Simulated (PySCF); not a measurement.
Computed shifts of a molecule C₅H₆O, PySCF with PBE0/pcSseg-1, GIAO, gas phase, equivalent atoms averaged, in ppm (number of nuclei): ¹³C: 152.8 (1), 109.8 (1), 91.4 (1), 81.8 (1), 58.5 (1). ¹H: 5.41 (1), 5.30 (1), 3.92 (3), 3.40 (1). References: ¹³C against TMS (σ = 186.3 ppm); ¹⁷O against H2O (σ = 334.2 ppm); ¹H against TMS (σ = 31.56 ppm), references at their B3LYP-D3(BJ)/def2-TZVP geometries, non-relativistic. Coordinates come from a B3LYP-D3(BJ)/def2-SVP optimisation. Other conformers were not sampled.

### Question
Identify the compound among the candidates.
(A) C1=CCOC=C1
(B) C#CC(=C)OC
(C) C=C=CCC=O
(D) C#CC1COC1

### Answer
B, C#CC(=C)OC
